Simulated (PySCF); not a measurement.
An unknown gives this computed stick spectrum. Level of theory: PySCF, TDDFT PBE0/def2-SVPD, vertical, gas phase, core orbitals frozen in the response. Geometries: PBE0-D3(BJ)/def2-SVP, one conformer each.

| state | E (eV) | f | main configurations (H = HOMO, L = LUMO) |
| --- | --- | --- | --- |
| S1 | 5.61 | 0.030 | H→L (95%) |
| S2 | 6.04 | 0.029 | H→L+1 (80%), H→L+2 (12%) |
| S3 | 6.33 | 0.011 | H→L+2 (43%), H→L+3 (29%), H→L+4 (10%) |
| S4 | 6.39 | 0.010 | H-1→L (69%) |
| S5 | 6.46 | 0.0018 | H→L+3 (65%), H-1→L (13%), H→L+2 (10%) |
| S6 | 6.60 | 0.0047 | H→L+4 (71%), H→L+2 (15%) |
| S7 | 6.69 | 0.0055 | H→L+5 (82%) |
| S8 | 6.90 | 0.012 | H→L+6 (37%), H→L+7 (33%), H→L+8 (9%) |
| S9 | 6.98 | 0.0052 | H→L+6 (44%), H→L+8 (32%), H→L+7 (14%) |
| S10 | 7.05 | 0.0069 | H→L+8 (40%), H→L+7 (36%) |

Question: Which structure fits? All have the formula C5H16N2Si2.
A. `CN(C)[Si@@H]1CCC[Si@@H]1N`
B. `C[Si@](N)([SiH3])N1CCCC1`
C. `CC[C@@H]1C[Si@H](NC)N[SiH2]1`
D. `C1C[Si@@H](N(C)C)[Si@H](N)C1`
E. `CN(CC1CC1)[SiH2]N[SiH3]`

Answer: E. Its S1 lies at 5.61 eV; the nearest of the others has S1 at 5.89 eV. S1 is HOMO→LUMO (95%). Löwdin shares by element: HOMO nitrogen 59%, carbon 15% or more (atoms not listed hold the other 26%); LUMO silicon 34%, hydrogen 10% or more, nitrogen 8% or more (atoms not listed hold the other 49%). At the same level the other candidates give, for their lowest levels:
- `CN(C)[Si@@H]1CCC[Si@H]1N`: 5.19 eV (f 0.005); 5.54 eV (f 0.009); 5.83 eV (f 0.017); 5.97 eV (f 0.007); 6.15 eV (f 0.017); T1 4.98 eV; HOMO -6.11, LUMO 0.20 eV
- `C[Si@](N)([SiH3])N1CCCC1`: 5.16 eV (f 0.002); 5.30 eV (f 0.017); 5.45 eV (f 0.060); 5.91 eV (f 0.014); 6.15 eV (f 0.015); T1 5.01 eV; HOMO -5.85, LUMO 0.34 eV
- `CC[C@@H]1C[Si@H](NC)N[SiH2]1`: 5.89 eV (f 0.014); 6.19 eV (f 0.012); 6.34 eV (f 0.010); 6.56 eV (f 0.011); 6.81 eV (f 0.024); T1 5.69 eV; HOMO -6.51, LUMO 0.48 eV
- `CN(C)[Si@@H]1CCC[Si@@H]1N`: 4.89 eV (f 0.008); 5.23 eV (f 0.010); 5.63 eV (f 0.015); 5.88 eV (f 0.019); 5.96 eV (f 0.054); T1 4.53 eV; HOMO -6.10, LUMO -0.04 eV

The values belong to the conformer `[CH3:1][N:2]([CH2:3][CH:4]1[CH2:5][CH2:6]1)[SiH2:7][NH:8][SiH3:9]`: C1–N2–C3–C4 -77°, N2–C3–C4–C5 -85°, C1–N2–Si7–N8 69°, N2–Si7–N8–Si9 -100°.
Triplets come from the Tamm–Dancoff approximation.

Without π bonds the low states are Rydberg-like; a valence basis with one diffuse set may place them up to an eV too high.
